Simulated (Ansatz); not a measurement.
Basis sets compared for Cd₂F₂⁺ (the lowest doublet isomer of a short search). The state is a doublet with charge 1. Geometry r2SCAN-D4/def2-TZVP. Ansatz on 4 threads of Arm Neoverse V1 on a shared host; times are rough, and most runs start from earlier orbitals.

```
atom   x (Å)   y (Å)   z (Å)
 Cd1  -0.495  -0.921   0.255
 Cd2   1.441   2.669  -0.741
  F3   0.446   0.786  -0.226
  F4  -1.393  -2.534   0.712
```

In the def2 sets Cd takes a core potential; there is no spin–orbit coupling. The structure comes from a short search, and lower isomers may exist.

```json
{"level": "PBE-D4/def2-SVP", "functions": "90", "energy (Eh)": "-534.5617", "HOMO (eV)": "-11.32", "LUMO (eV)": "-10.49", "wall time": "1.3 s"}
{"level": "PBE0-D4/def2-SVP", "functions": "90", "energy (Eh)": "-534.5438", "HOMO (eV)": "-12.07", "LUMO (eV)": "-9.28", "wall time": "2.1 s"}
```

(1) Estimate the rows for PBE-D4/def2-TZVP (with forces), PBE0-D4/def2-TZVP.

## Answers

(1) 
```tsv
level	functions	energy (Eh)	HOMO (eV)	LUMO (eV)	wall time
PBE-D4/def2-TZVP (with forces)	142	-534.8923	-11.43	-10.59	2 s
PBE0-D4/def2-TZVP	142	-534.8700	-12.16	-9.36	2.5 s
```
